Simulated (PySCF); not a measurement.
C2H7AlS, SMILES [CH3][AlH][S]C.

Geometry optimised at PBE-D3(BJ)/def2-SVP. The structure was generated by enumeration; whether it is a known compound was not checked. One conformer was computed; it need not be the lowest.

Calculation: PySCF 2.14.0 with TDDFT-M06-2X/def2-SVPD.

Vertical excitations. The molecule is in vacuum.

Task: List the lowest excited states. (An estimate is asked for; the answer gives what the named calculation found.)

Result: 
| state | energy (eV) | λ (nm) | f | main pairs |
|---|---|---|---|---|
| S1 | 5.45 | 227 | 0.082 | HOMO→LUMO 94 % |
| S2 | 5.67 | 219 | 0.001 | HOMO−1→LUMO 77 %, HOMO→LUMO+2 14 % |
| S3 | 5.83 | 213 | 0.000 | HOMO−2→LUMO 46 %, HOMO→LUMO+2 28 %, HOMO−1→LUMO 14 % |
| S4 | 5.89 | 211 | 0.004 | HOMO−2→LUMO 51 %, HOMO→LUMO+2 32 % |
| S5 | 6.08 | 204 | 0.064 | HOMO→LUMO+1 70 %, HOMO→LUMO+3 21 % |
| S6 | 6.92 | 179 | 0.005 | HOMO−1→LUMO+2 47 %, HOMO−1→LUMO+1 22 % |
| S7 | 6.98 | 178 | 0.180 | HOMO−1→LUMO+1 52 %, HOMO−1→LUMO+2 28 % |
| S8 | 7.11 | 174 | 0.001 | HOMO→LUMO+3 66 %, HOMO→LUMO+1 24 % |
| S9 | 7.21 | 172 | 0.000 | HOMO→LUMO+4 71 %, HOMO→LUMO+2 17 % |
| S10 | 7.30 | 170 | 0.101 | HOMO−2→LUMO+1 78 % |
| T1 | 4.62 | 268 | 0 | HOMO→LUMO 95 % |
| T2 | 5.41 | 229 | 0 | HOMO−1→LUMO 71 %, HOMO→LUMO+2 14 % |
| T3 | 5.49 | 226 | 0 | HOMO→LUMO+2 38 %, HOMO−2→LUMO 25 %, HOMO−1→LUMO 9 %, HOMO→LUMO+4 8 % |
| T4 | 5.52 | 224 | 0 | HOMO−2→LUMO 67 %, HOMO−1→LUMO 14 % |
Triplets are in the Tamm–Dancoff approximation, which puts them higher than full response would, so one can lie above its singlet here.
